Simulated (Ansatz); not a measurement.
BrF2HOSi (`O[Si](F)(F)Br`), relaxed with RKS PBE0-D4/def2-TZVP in Ansatz from a PBE-D4/def2-SVP geometry. The force threshold is 0.005 eV/Å; the program also tests the step.

Charge 0, multiplicity 1.

Start:

```xyz
6

O     0.980   -0.251    0.876
Si   -0.173    0.072   -0.253
F    -1.149   -1.203   -0.480
F    -1.145    1.279    0.222
Br    0.831    0.599   -2.126
H     0.656   -0.496    1.762
```

**Question.** How much energy does the relaxation release, and in how many steps? (An estimate is asked.)

**Answer.** Computed: 9.74 kJ/mol, in 6 steps.

**Question.** Which bonds change most? (An estimate is asked.)

**Answer.** Computed: Si2–F3 from 1.621 to 1.577 Å; Si2–F4 from 1.621 to 1.577 Å; O1–Si2 from 1.645 to 1.609 Å; Si2–Br5 from 2.189 to 2.169 Å.

**Question.** Give the relaxed structure. (An estimate is asked.)

**Answer.** Ansatz gave: 
```xyz
6

O     0.941   -0.247    0.865
Si   -0.179    0.069   -0.246
F    -1.127   -1.170   -0.478
F    -1.123    1.250    0.207
Br    0.817    0.592   -2.101
H     0.671   -0.494    1.752
```
